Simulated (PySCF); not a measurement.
Species: C4H10N2OSi2.
SMILES: `N[Si@H](O[SiH3])n1cccc1`

Theory: PySCF 2.14.0, density-fitted response routines, TDDFT CAM-B3LYP/def2-SVPD, vertical, gas phase, core orbitals frozen in the response. Isolated species at its PBE0-D3(BJ)/def2-SVP geometry (one conformer only). Torsions of this conformer, `[NH2:1][Si@H:2]([O:3][SiH3:4])[n:5]1[cH:6][cH:7][cH:8][cH:9]1`: N1–Si2–O3–Si4 -48°, N1–Si2–N5–C6 -34°, H–N1–Si2–O3 -90°, H–N1–Si2–O3 68°.

Broadening: Gaussians 0.5 eV wide at half height, area fixed by f = 4.319×10⁻⁹ ∫ε dν̃. The width is an assumption, not a result. The curve ends short of the highest state used, and states not computed would add to its high-energy end.

```json
{"E (eV)": "5.18", "ε (L mol⁻¹ cm⁻¹)": "0"}
{"E (eV)": "5.22", "ε (L mol⁻¹ cm⁻¹)": "1"}
{"E (eV)": "5.25", "ε (L mol⁻¹ cm⁻¹)": "2"}
{"E (eV)": "5.29", "ε (L mol⁻¹ cm⁻¹)": "3"}
{"E (eV)": "5.32", "ε (L mol⁻¹ cm⁻¹)": "5"}
{"E (eV)": "5.36", "ε (L mol⁻¹ cm⁻¹)": "10"}
{"E (eV)": "5.39", "ε (L mol⁻¹ cm⁻¹)": "16"}
{"E (eV)": "5.43", "ε (L mol⁻¹ cm⁻¹)": "28"}
{"E (eV)": "5.46", "ε (L mol⁻¹ cm⁻¹)": "43"}
{"E (eV)": "5.50", "ε (L mol⁻¹ cm⁻¹)": "75"}
{"E (eV)": "5.53", "ε (L mol⁻¹ cm⁻¹)": "110"}
{"E (eV)": "5.57", "ε (L mol⁻¹ cm⁻¹)": "179"}
{"E (eV)": "5.60", "ε (L mol⁻¹ cm⁻¹)": "253"}
{"E (eV)": "5.63", "ε (L mol⁻¹ cm⁻¹)": "352"}
{"E (eV)": "5.67", "ε (L mol⁻¹ cm⁻¹)": "531"}
{"E (eV)": "5.70", "ε (L mol⁻¹ cm⁻¹)": "708"}
{"E (eV)": "5.74", "ε (L mol⁻¹ cm⁻¹)": "1010"}
{"E (eV)": "5.77", "ε (L mol⁻¹ cm⁻¹)": "1291"}
{"E (eV)": "5.81", "ε (L mol⁻¹ cm⁻¹)": "1741"}
{"E (eV)": "5.84", "ε (L mol⁻¹ cm⁻¹)": "2132"}
{"E (eV)": "5.88", "ε (L mol⁻¹ cm⁻¹)": "2714"}
{"E (eV)": "5.91", "ε (L mol⁻¹ cm⁻¹)": "3185"}
{"E (eV)": "5.95", "ε (L mol⁻¹ cm⁻¹)": "3831"}
{"E (eV)": "5.98", "ε (L mol⁻¹ cm⁻¹)": "4310"}
{"E (eV)": "6.02", "ε (L mol⁻¹ cm⁻¹)": "4907"}
{"E (eV)": "6.05", "ε (L mol⁻¹ cm⁻¹)": "5302"}
{"E (eV)": "6.08", "ε (L mol⁻¹ cm⁻¹)": "5635"}
{"E (eV)": "6.12", "ε (L mol⁻¹ cm⁻¹)": "5968"}
{"E (eV)": "6.15", "ε (L mol⁻¹ cm⁻¹)": "6127"}
{"E (eV)": "6.19", "ε (L mol⁻¹ cm⁻¹)": "6219"}
{"E (eV)": "6.22", "ε (L mol⁻¹ cm⁻¹)": "6209"}
{"E (eV)": "6.26", "ε (L mol⁻¹ cm⁻¹)": "6110"}
{"E (eV)": "6.29", "ε (L mol⁻¹ cm⁻¹)": "5988"}
{"E (eV)": "6.33", "ε (L mol⁻¹ cm⁻¹)": "5790"}
{"E (eV)": "6.36", "ε (L mol⁻¹ cm⁻¹)": "5630"}
{"E (eV)": "6.40", "ε (L mol⁻¹ cm⁻¹)": "5418"}
{"E (eV)": "6.43", "ε (L mol⁻¹ cm⁻¹)": "5267"}
{"E (eV)": "6.47", "ε (L mol⁻¹ cm⁻¹)": "5083"}
{"E (eV)": "6.50", "ε (L mol⁻¹ cm⁻¹)": "4956"}
{"E (eV)": "6.54", "ε (L mol⁻¹ cm⁻¹)": "4803"}
{"E (eV)": "6.57", "ε (L mol⁻¹ cm⁻¹)": "4700"}
{"E (eV)": "6.60", "ε (L mol⁻¹ cm⁻¹)": "4609"}
{"E (eV)": "6.64", "ε (L mol⁻¹ cm⁻¹)": "4514"}
{"E (eV)": "6.67", "ε (L mol⁻¹ cm⁻¹)": "4471"}
```

Task: Where are the band maxima, and which computed states make them?

Result: 200 nm (6.20 eV), ε about 6200, made up of S2 (83%) (ε in L mol⁻¹ cm⁻¹; maxima over ε = 5, shares over 10%). The states used: S1 5.93 eV (f 0.0024); S2 6.14 eV (f 0.099); S3 6.46 eV (f 0.019); S4 6.57 eV (f 0.040); S5 6.60 eV (f 0.0082); S6 6.90 eV (f 0.016); S7 7.04 eV (f 0.0068); S8 7.08 eV (f 0.070); S9 7.17 eV (f 0.025); S10 7.27 eV (f 0.0034).

Task: Coming from long wavelengths, where does ε first pass 100 L mol⁻¹ cm⁻¹?

Result: At about 224 nm (5.52 eV), 0.41 eV below S1.

Task: What would ε be at 6.20 eV, the highest of these maxima, with half the width (0.25 eV)?

Result: About 9190 L mol⁻¹ cm⁻¹ against 6220, a factor of about 1.5; a lone state at its own centre would give exactly 2.

Task: On this curve, what absorbance would a 10⁻³ mol/L sample give at 193 nm over a 1 cm path?

Result: 193 nm is 6.424 eV, where ε is about 5300 L mol⁻¹ cm⁻¹, so A = ε c l ≈ 5.3 (Beer–Lambert, with the gas-phase spectrum and the assumed width).

The vertical ionisation energy (ΔSCF) is 8.08 eV, 0.80 eV above S10.

The run took 6.9 min of wall time on Arm Neoverse N1, one thread, no GPU, on a shared host, and the process peaked at 1.4 GiB of memory.
